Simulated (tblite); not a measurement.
C8H5N3S.
Atom-mapped SMILES: `[C-:1]#[N+:2][c:3]1[n:4][cH:5][c:6](-[n:7]2[cH:8][cH:9][cH:10][cH:11]2)[s:12]1` (hydrogens: H13 on C5; H14 on C8; H15 on C9; H16 on C10; H17 on C11)

Geometry (GFN2-xTB, Å), atoms numbered from 1 in this order:
```
atom  x, y, z in Å
C1     5.3614   -0.1231    0.8062
N2     4.2523   -0.1393    0.4337
C3     2.9800   -0.1520    0.0320
N4     2.5798   -0.3711   -1.1705
C5     1.2446   -0.3223   -1.2833
C6     0.5609   -0.0532   -0.1206
N7    -0.7914    0.0563    0.0671
C8    -1.7541   -0.0860   -0.9025
C9    -2.9739    0.0944   -0.3266
C10   -2.7586    0.3578    1.0486
C11   -1.4146    0.3276    1.2588
S12    1.6795    0.1505    1.1953
H13    0.8051   -0.4913   -2.2477
H14   -1.4962   -0.3027   -1.9184
H15   -3.9222    0.0454   -0.8227
H16   -3.5136    0.5459    1.7849
H17   -0.8460    0.4754    2.1558
```

Structure optimised with GFN2-xTB, isolated species.

Take the most abundant isotopes and a rigid rotor. The values belong to one conformer with, in the numbering `[C-:1]#[N+:2][c:3]1[n:4][cH:5][c:6](-[n:7]2[cH:8][cH:9][cH:10][cH:11]2)[s:12]1`, C5–C6–N7–C8 0°.

Task: Give the principal moments of inertia and the rotational constants in MHz.

Result: Ia = 154.83, Ib = 1093.52, Ic = 1248.35 u·Å²; 505379 MHz·u·Å²/I gives A = 3264, B = 462.2, C = 404.8 MHz.

Task: Classify the top.

Result: A near-prolate asymmetric top: κ = (2 × 462.2 − 3264 − 404.8)/(3264 − 404.8) = -0.96.

Task: What does the inertial defect say?

Result: Planar: Δ = Ic − Ia − Ib = 0.00 u·Å². For a rigid frame Δ = −2 Σ m c², so it vanishes when all atoms lie in the ab plane; here none is more than 0.01 Å from it.

Task: Where do the levels up to J = 4 lie, in cm⁻¹?

Result: Above 0(0,0):
J = 1: 1(0,1) 0.0289, 1(1,1) 0.1224, 1(1,0) 0.1243
J = 2: 2(0,2) 0.0867, 2(1,2) 0.1783, 2(1,1) 0.1840, 2(2,1) 0.4644, 2(2,0) 0.4645
J = 3: 3(0,3) 0.1734, 3(1,3) 0.2622, 3(1,2) 0.2737, 3(2,2) 0.5512, 3(2,1) 0.5513, 3(3,1) 1.0233, 3(3,0) 1.0233
J = 4: 4(0,4) 0.2888, 4(1,4) 0.3740, 4(1,3) 0.3931, 4(2,3) 0.6668, 4(2,2) 0.6673, 4(3,2) 1.1390, 4(3,1) 1.1390, 4(4,1) 1.7999, 4(4,0) 1.7999
The levels of one J sum to (2J + 1)J(J + 1)(A + B + C)/3.

Task: Estimate the classical rotational partition function at 25 K, 50 K and 100 K.

Result: Point group Cs, symmetry number σ = 1; q = (√π/σ)·√((kT/h)³/(ABC)), k/h = 20836.6 MHz/K: 27000 at 25 K, 76300 at 50 K, 216000 at 100 K.

Its GFN2-xTB frequencies are all real (lowest 31 cm⁻¹). No vibrational averaging or centrifugal distortion is included, and the geometry carries the error of its method.

The numbers are calculated, not measured.
